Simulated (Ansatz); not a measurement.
One change: `[CH3][InH][CH3]` becomes `[CH3][AlH][CH3]`.

Ansatz, PBE0-D4/def2-TZVP geometries, multiplicity 1. 

Elements past krypton have def2 core potentials.

```json
{"property": "LUMO energy (B3LYP/def2-TZVPP) / eV", "`[CH3][InH][CH3]`": "-1.50"}
{"property": "LUMO energy (ωB97M-V/def2-TZVPP) / eV", "`[CH3][InH][CH3]`": "0.16"}
{"property": "HOMO energy (ωB97M-V/def2-TZVPP) / eV", "`[CH3][InH][CH3]`": "-9.36"}
{"property": "HOMO energy (B3LYP/def2-TZVPP) / eV", "`[CH3][InH][CH3]`": "-6.97"}
{"property": "HOMO–LUMO gap (PBE/def2-TZVPP) / eV", "`[CH3][InH][CH3]`": "4.11"}
{"property": "HOMO–LUMO gap (PBE0/def2-TZVPP) / eV", "`[CH3][InH][CH3]`": "5.98"}
```

Question: Give the same properties after the change, and the shifts. (An estimate is asked.)

Answer: Ansatz gave: 
```csv
property,`[CH3][AlH][CH3]`,shift
LUMO energy (B3LYP/def2-TZVPP) / eV,-1.07,0.43
LUMO energy (ωB97M-V/def2-TZVPP) / eV,0.71,0.55
HOMO energy (ωB97M-V/def2-TZVPP) / eV,-10.00,-0.64
HOMO energy (B3LYP/def2-TZVPP) / eV,-7.54,-0.57
HOMO–LUMO gap (PBE/def2-TZVPP) / eV,4.88,0.77
HOMO–LUMO gap (PBE0/def2-TZVPP) / eV,6.93,0.95
```

With PBE0 the HOMO falls by 0.57 eV and the LUMO rises by 0.38 eV, so the gap widens by about 0.95 eV. PBE moves the HOMO by -0.44 eV and ωB97M-V by -0.64 eV.

B3LYP here is the variant with VWN-RPA as its local correlation; programs differ in this.
